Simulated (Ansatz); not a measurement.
Isolated molecules relaxed with PBE0-D4/def2-TZVP in Ansatz; ΔE leaves out vibrations. CCSD(T)/CBS is the MP2 limit (def2-TZVPP, def2-QZVPP) plus CCSD(T) − MP2 in def2-TZVPP, frozen cores. This one scheme is used for every species. Functionals use def2-TZVPP. B3LYP here is the variant with VWN-RPA as its local correlation; programs differ in this. Elements past krypton have def2 core potentials. For Sn outer-core shells are correlated without core-valence functions, which leaves a few kJ/mol of doubt a bond. Each species was taken in one conformer, which may not be the lowest.

Consider the silylene loss: `[OH][Sn][O][SiH3]` → `[OH][Sn][OH]` + `[SiH2]`.

`[OH][Sn][O][SiH3]`:

Cartesian coordinates in Å:
```
O 0.130 0.130 -2.449
Sn -1.275 1.224 -1.603
O -0.898 0.725 0.285
Si 0.096 -0.195 1.189
H 0.680 -0.393 -1.857
H -0.684 -1.176 1.990
H 1.052 -0.966 0.334
H 0.900 0.651 2.111
```

`[OH][Sn][OH]`:

```xyz
5

O    -0.681   -0.918   -0.294
Sn   -0.449    0.560    1.015
O     1.174    1.198    0.106
H    -1.435   -1.498   -0.165
H     1.391    0.659   -0.662
```

`[SiH2]`:

Z-matrix (Å, degrees):
```
Si
H 1 1.525
H 1 1.525 2 91.2
```

```csv
level,ΔE (kJ/mol)
LDA (SPW92),356.6
r2SCAN-D4,357.7
PBE0-D4,345.0
B3LYP-D4,339.7
revPBE,306.5
LC-ωPBE,352.9
RPA@PBE/def2-TZVPP,317.3
MP2/def2-QZVPP,362.0
```

Problem. What does CCSD(T)/CBS give? (Estimate.)

Solution. Computed: +342.0 kJ/mol. The listed levels differ from it by 14.6, 15.7, 3.0, -2.3, -35.5, 10.9, -24.7, 20.0 kJ/mol.

Largest T1 diagnostic among the species: 0.018.

From BLYP to BHLYP (50 % exact exchange), in def2-TZVPP and without D4, ΔE moves by +36.9 kJ/mol. Leaving LDA and LC-ωPBE aside and taking each functional with its dispersion term where it has one, the values, not all of them listed here, spread over 36.7 kJ/mol, from revPBE-D4 to r2SCAN0-D4. LDA lies +33.8 kJ/mol from PBE without D4. The D4 term adds +13.9 kJ/mol with B3LYP and +7.5 kJ/mol with PBE0; it sums over pairs of atoms, weighted by their polarisabilities, and B3LYP, whose exchange is more repulsive, gets the larger term.
